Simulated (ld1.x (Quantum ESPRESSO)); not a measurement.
## antimony (Sb): one change to a PAW potential, before and after

- Element: antimony
- Generator: ld1.x (Quantum ESPRESSO) 7.5
- Type: PAW
- Functional: PBE
- Relativity: scalar-relativistic
- Frozen core: [Kr]
- Valence charge: 15
- Reference configuration: 4d10 5s1.75 5p3.25
- Partial waves: 5s (bound): rcut 1.55, rcutus 1.75 bohr; 5s channel at 0.35 Ry: rcut 1.55, rcutus 1.75 bohr; 5p (bound): rcut 1.80, rcutus 2.05 bohr; 5p channel at 1.3 Ry: rcut 1.80, rcutus 2.05 bohr; 4d (bound): rcut 1.45, rcutus 1.60 bohr; 4d channel at -1.55 Ry: rcut 1.45, rcutus 1.60 bohr
- Local potential: all-electron potential smoothed inside 1.70 bohr (lloc = -1)
- Core correction: a·sin(br)/r model core inside 1.60 bohr
- Augmentation charge: BESSEL, radius 1.35 bohr

All-electron outer shells of the reference configuration (PBE, scalar-relativistic, ld1.x):

| shell | level (eV) | outermost node (bohr) | outermost maximum (bohr) |
| --- | --- | --- | --- |
| 4s | -149.21 | 0.39 | 0.73 |
| 4p | -102.16 | 0.39 | 0.76 |
| 4d | -33.86 | 0.38 | 0.84 |
| 5s | -13.04 | 0.95 | 1.90 |
| 5p | -4.98 | 1.04 | 2.32 |

Change: waves 4d (bound): rcut 1.45, rcutus 1.68 bohr; 4d channel at -1.55 Ry: rcut 1.45, rcutus 1.68 bohr.

Cutoffs: the cutoffs (Ry, on a coarse ladder) from which the occupation-weighted sum of valence levels, in a spherical-Bessel basis at the reference potential, stays within 10 and 1 mRy of its value at 400 Ry; they do not see the model core or the augmentation charge, which bear on the density cutoff. Errors are all-electron minus pseudo energies relative to the spin-unpolarised reference configuration.

Q: Predict the effect on cutoff, ghosts and configuration errors.

A: The potential gets softer (55 Ry and 100 Ry → 50 Ry and 90 Ry); both files keep a bound ghost (s); the errors of the 7 common tests hardly move. A larger radius leaves more room for a smooth pseudo-wave, so fewer plane waves are needed.

```tsv
quantity	base	changed
cutoff, loose	55 Ry	50 Ry
cutoff, tight	100 Ry	90 Ry
loose cutoff by channel (10 mRy a level)	s 15 Ry, p 6 Ry, d 40 Ry	s 15 Ry, p 6 Ry, d 35 Ry
bound ghosts	s	s
error for 4d10 5s2 5p3, meV [ΔE -2.01 eV]	+0.2	+0.2
error for 4d10 5s2 5p2, meV [ΔE 6.31 eV]	-1.8	-1.8
error for 4d10 5s2 5p1, meV [ΔE 22.28 eV]	-6.0	-6.0
error for 4d10 5s0 5p5, meV [ΔE 14.42 eV]	-2.3	-2.3
error for 4d10 5s1 5p3, meV [ΔE 15.04 eV]	-2.8	-2.9
error for 4d10 5s2 5p3.3, meV [ΔE -3.17 eV]	+0.5	+0.5
error for 4d9 5s2 5p4, meV [ΔE 29.11 eV]	-119	-124
s: phases at 2.25 bohr within 0.05 rad from the reference energy up to (Ry; the scan ends near 5)	n/a	n/a
p: phases at 2.25 bohr within 0.05 rad from the reference energy up to (Ry; the scan ends near 5)	4.1	4.1
d: phases at 2.25 bohr within 0.05 rad from the reference energy up to (Ry; the scan ends near 5)	to the end of the scan	to the end of the scan
lowest overlap eigenvalue by channel	s 0.53, p 0.51, d 0.93	s 0.53, p 0.51, d 0.64
```

 A true bound ghost makes a file unfit for plane-wave use even where its test errors are small: the radial tests pick states by their node count and pass the ghost by.
